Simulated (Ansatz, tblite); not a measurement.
Removing and adding an electron: NiHg₅Te₄Cl₄, a doped nanocrystal cut from zinc blende HgTe (Ni for one cation, 4 Cl caps). Total charge 0; triplet. Geometry: r2SCAN-D4/def2-SVP. Ansatz, gas phase; energy differences of separate SCF runs; the oxidised species is a quartet (the doublet lies 0.45 eV higher at PBE0-D4/def2-TZVP); the reduced species is a doublet (the quartet lies 1.22 eV higher at PBE0-D4/def2-TZVP).

| atom | x (Å) | y (Å) | z (Å) |
| --- | --- | --- | --- |
| Te1 | -2.5561 | -0.7921 | -2.1030 |
| Te2 | 0.9665 | -2.5100 | 1.5466 |
| Te3 | -0.8693 | 2.1631 | 1.0580 |
| Te4 | 2.5845 | 0.7864 | -2.3641 |
| Ni5 | -2.5571 | 0.5227 | 0.1037 |
| Hg6 | -0.1907 | 0.0732 | 2.7119 |
| Hg7 | -1.0015 | -2.2995 | -0.3427 |
| Hg8 | 0.0171 | -0.1052 | -2.7666 |
| Hg9 | 2.2019 | -1.1824 | -0.4816 |
| Hg10 | 1.2795 | 2.7108 | -0.5891 |
| Cl11 | -3.0668 | -0.8576 | 1.7278 |
| Cl12 | -0.0285 | -0.5315 | 5.0137 |
| Cl13 | 0.8580 | -2.7936 | -2.5110 |
| Cl14 | 2.3627 | 4.8155 | -1.0038 |

In the def2 sets Hg, Te take a core potential; there is no spin–orbit coupling. The xTB rows come from tblite. HSE06 is defined as in plane-wave codes, on full-range PBE exchange. Single mean-field runs in def2-TZVP are fitted with def2-universal-jkfit. HOMO above LUMO, or a gap near zero within one spin, warns that the state may not be the lowest or that an electron is smeared out. The order of the spin states hangs on the level: the singlet lies 0.31 eV below the triplet at PBE-D4/def2-TZVP, but 0.05 eV above it at r2SCAN-D4/def2-TZVP.

```csv
level,−HOMO (eV),vertical IE (eV),−LUMO (eV),vertical EA (eV),HOMO–LUMO gap (eV),IE − EA (eV)
GFN2-xTB,–,13.70,–,10.12,–,3.58
PBE0-D4/def2-TZVP,7.21,8.36,4.57,3.71,2.64,4.65
HSE06-D4/def2-TZVP,6.84,–,4.94,3.70,1.90,–
ωB97M-V/def2-TZVP,9.08,–,2.58,3.83,6.50,–
```

(1) Estimate the rows for GFN1-xTB, PBE-D4/def2-TZVP, revPBE-D4/def2-TZVP, r2SCAN-D4/def2-TZVP.

Results:

(1) 
```json
{"level": "GFN1-xTB", "−HOMO (eV)": "–", "vertical IE (eV)": "14.02", "−LUMO (eV)": "–", "vertical EA (eV)": "9.82", "HOMO–LUMO gap (eV)": "–", "IE − EA (eV)": "4.20", "remarks": "–"}
{"level": "PBE-D4/def2-TZVP", "−HOMO (eV)": "6.21", "vertical IE (eV)": "7.88", "−LUMO (eV)": "5.56", "vertical EA (eV)": "3.61", "HOMO–LUMO gap (eV)": "0.64", "IE − EA (eV)": "4.27", "remarks": "gap within one spin near zero (+1 quartet)"}
{"level": "revPBE-D4/def2-TZVP", "−HOMO (eV)": "6.13", "vertical IE (eV)": "–", "−LUMO (eV)": "5.46", "vertical EA (eV)": "3.54", "HOMO–LUMO gap (eV)": "0.67", "IE − EA (eV)": "–", "remarks": "–"}
{"level": "r2SCAN-D4/def2-TZVP", "−HOMO (eV)": "6.49", "vertical IE (eV)": "8.12", "−LUMO (eV)": "5.50", "vertical EA (eV)": "3.59", "HOMO–LUMO gap (eV)": "0.99", "IE − EA (eV)": "4.53", "remarks": "gap within one spin near zero (+1 quartet)"}
```

   HOMO and LUMO are the levels of the spin that leaves or enters (xTB has no such levels and no spin-polarisation term). Other spin states of the ions may lie lower, which would lower the ionisation energy or raise the affinity. Raw xTB energy differences between charge states are shifted by several eV; the methods need an empirical correction for them. Sets without diffuse functions give affinities that are too small.
